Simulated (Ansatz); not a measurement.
Computed with frozen-core CCSD(T)/cc-pVTZ // B3LYP-D3(BJ)/def2-TZVP (Ansatz, a first-principles code).

Ansatz 0.2 input:
```yaml
crystal:
  periodic: [false, false, false]
  atoms:
    - { symbol: C, position_ang: [1.490623, -0.196353, -0.316359] }
    - { symbol: C, position_ang: [0.280546, -0.036889, -0.331287] }
    - { symbol: C, position_ang: [-1.071758, 0.141326, -0.34801] }
    - { symbol: H, position_ang: [2.543292, -0.3354, -0.303377] }
    - { symbol: H, position_ang: [-1.63324, 0.037891, -1.266557] }
    - { symbol: H, position_ang: [-1.60947, 0.389422, 0.55698] }
basis:
  gaussian: { orbitals: cc-pVTZ }
correlation:
  method: ccsd_t
magnetization:
  spin_polarized: true
  initial_magnetization: 1
```

Output:

```
Functional definition: HF
751 factors; integrals over basis functions are off by at most 1.1e-3 eV
mean field evaluation 1: about -3135.0993 eV, gradient 1.7e1 eV
mean field evaluation 2: about -3135.1036 eV, gradient 1.7e1 eV
mean field evaluation 4: about -3137.1051 eV, gradient 2.8e0 eV
mean field evaluation 8: about -3137.2677 eV, gradient 4.4e-1 eV
mean field evaluation 16: about -3137.2918 eV, gradient 1.5e-5 eV
mean field evaluation 32: about -3125.4256 eV, gradient 1.4e1 eV
mean field evaluation 64: about -3127.1178 eV, gradient 1.1e-3 eV
mean field evaluation 96: about -3133.8835 eV, gradient 4.4e-2 eV
mean field -3137.29184725 eV, -115.2933488538 hartree, gradient 1.1e-6 eV, S^2 0.958855; 1 other end points of the search recorded, 0 dependent functions left out
determinant -3137.29184725 eV, -115.2933488538 hartree, with singles and doubles -3149.99884623 eV, -115.7603224532 hartree
determinant -3133.88349224 eV, -115.1680941172 hartree, with singles and doubles -3146.54363166 eV, -115.6333456596 hartree
3 core orbitals not correlated
reference -3137.29184725 eV, -115.2933488538 hartree; 8, 7 occupied and 121, 122 virtual orbitals, 751 factors
second order -11.60408562 eV of doubles, -0.00000000 eV of singles
cycle   1  -12.53859411 eV  change    -1.1e0 eV  update   2.4e-2
cycle   2  -12.57569555 eV  change   -3.7e-2 eV  update   5.7e-3
cycle   3  -12.57346389 eV  change    2.2e-3 eV  update   2.6e-3
cycle   4  -12.57732414 eV  change   -3.9e-3 eV  update   1.2e-3
cycle   5  -12.57852709 eV  change   -1.2e-3 eV  update   5.5e-4
cycle   6  -12.57926794 eV  change   -7.4e-4 eV  update   1.9e-4
cycle   7  -12.57949159 eV  change   -2.2e-4 eV  update   6.7e-5
cycle   8  -12.57952913 eV  change   -3.8e-5 eV  update   3.1e-5
cycle   9  -12.57953117 eV  change   -2.0e-6 eV  update   1.5e-5
perturbative correction -0.61025665 eV, -0.0224265184 hartree
Total energy: -3150.48163507 eV, -115.7780646158 hartree
```

Cost: very roughly 40 core-seconds.
